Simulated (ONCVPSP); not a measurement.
## Potentials for Zn compared

Generated with ld1.x 7.5 (TM, RRKJ, ultrasoft, PAW), atompaw 4.2 or ONCVPSP 4.0.1. The cutoff is in Ry: for ld1.x and atompaw files where the sum of valence levels is converged to 10 mRy in a Bessel basis, for ONCV files where the hardest occupied wave has 1 mHa per electron of residual kinetic energy. The error is the largest all-electron minus pseudo excitation energy over each file’s own four to seven test configurations (ionisations up to +4, promotions, holes and added fractions of an electron), all of which were solved. The labels leave out finer settings (local radius, basis sizes, second energies), which also bear on the numbers. Spin-polarised tests are not counted. The rows are a selection from randomly drawn settings: files with unsolved tests, undetermined cutoffs or missed reference levels are left out.

A true bound ghost makes a file unfit for plane-wave use even where its test errors are small: the radial tests pick states by their node count and pass the ghost by.

```tsv
potential	cutoff (Ry)	largest error (meV)	bound ghosts
ONCV, PBE, scalar-relativistic, rc 1.15/0.65/1.15/1.00 (spdf), local smoothed, core correction no, reference 3s2 3p6 3d10, qcut 9.3/13.2/11.8/10.3, projectors 2/2/1/2	182	+11	none
ONCV, PBE, scalar-relativistic, rc 1.35/0.70/0.70 (spd), local d, core correction yes, reference 3s2 3p6 3d10 4s1, qcut 6.8/11.6/22.9, projectors 2/2/0	369	-8.5	none
ONCV, PBE, scalar-relativistic, rc 0.95/0.90/1.40 (spd), local smoothed, core correction yes, reference 3s2 3p6 3d10 4s2, qcut 13.2/18/13.4, projectors 2/2/2	146	+161	none
ONCV, PBE, fully relativistic, rc 1.10/0.70/1.35 (spd), local smoothed, core correction yes, reference 3s2 3p6 3d10, qcut 9.4/12.6/9.2, projectors 2/2/2	127	+115	none
ONCV, LDA (Perdew-Zunger), scalar-relativistic, rc 1.15/1.10/0.75 (spd), local smoothed, core correction no, reference 3s2 3p6 3d10 4s1.5, qcut 10.1/10.5/23.3, projectors 3/2/2	358	+3.5	none
```

Task: Fill in the row for Zn: ONCV, PBEsol, scalar-relativistic, rc 1.10/0.90/1.35 (spd), local smoothed, core correction yes, reference 3s2 3p6 3d10 4s2, qcut 12.6/19.3/14, projectors 3/2/2.

Result: cutoff 168 Ry, largest error +5.9 meV, bound ghosts: none.

Task: Fill in the row for Zn: ONCV, LDA (Perdew-Wang 92), scalar-relativistic, rc 1.45/1.10/1.40 (spd), local smoothed, core correction yes, reference 3p6 3d9, qcut 3.7/12.8/13, projectors 2/3/2.

Result: cutoff 129 Ry, largest error +310 meV, bound ghosts: none.

Task: Fill in the row for Zn: ONCV, LDA (Perdew-Zunger), scalar-relativistic, rc 0.95/0.70/1.00/1.00 (spdf), local smoothed, core correction no, reference 3s2 3p6 3d10 4s2, qcut 11/13/17.8/10.8, projectors 2/2/3/2.

Result: cutoff 222 Ry, largest error -93 meV, bound ghosts: d.
